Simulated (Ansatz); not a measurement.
This geometry of BCl2H + ClH (6 atoms, charge 0, multiplicity 1) is a first-order saddle point.

Method: RKS PBE/6-31G* in Ansatz.

```xyz
6
Properties=species:S:1:pos:R:3
B 0.016 -0.236 0.061
H 0.012 0.176 1.289
Cl 1.557 0.185 -0.705
Cl -1.546 0.126 -0.695
Cl 0.057 -2.286 0.685
H 0.033 -0.889 1.384
```

Problem. Which two structures does it join? (They come from a converged band through this point; their orientation in space is the band's.)

Solution. Bonds broken: B1–H2, Cl5–H6. Bonds formed: B1–Cl5, H2–H6. BCl2H + ClH becomes BCl3 + H2.

Image 0:

```xyz
6
Properties=species:S:1:pos:R:3
B -0.010 0.513 -0.259
H -0.016 0.755 0.912
Cl 1.520 0.403 -1.107
Cl -1.531 0.335 -1.110
Cl 0.058 -2.677 1.180
H 0.108 -2.253 2.405
```

Image 10:

```xyz
6
Properties=species:S:1:pos:R:3
B 0.015 -0.677 -0.806
H 0.025 0.267 2.581
Cl 1.517 0.209 -0.995
Cl -1.522 0.154 -0.967
Cl 0.049 -2.398 -0.461
H 0.045 -0.478 2.667
```

Problem. How far does it lie above each of them?

Solution. 84.3 kJ/mol above the first and 151.4 kJ/mol above the second. This is the barrier of this one path; another mechanism may lie lower. The orbitals stay closed-shell, which can raise the energy where a bond breaks towards radicals; this wasn't checked here.

Run time: 7.3 min on 1 thread of Arm Neoverse V1 (shared host), peak memory 0.12 GiB.
